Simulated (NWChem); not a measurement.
# hydrogen bromide (HBr); SMILES Br

Results from NWChem. All runs use the structure optimised with PBE0/def2-SVP.

**Question.** Order these by “orbital gap (eV)”, lowest first: Hartree-Fock/aug-pcseg-1; Hartree-Fock/3-21G; Hartree-Fock/def2-QZVP; Hartree-Fock/pcseg-1.

**Answer.** Hartree-Fock/aug-pcseg-1 (12.69), Hartree-Fock/def2-QZVP (14.25), Hartree-Fock/pcseg-1 (15.06), Hartree-Fock/3-21G (15.68)
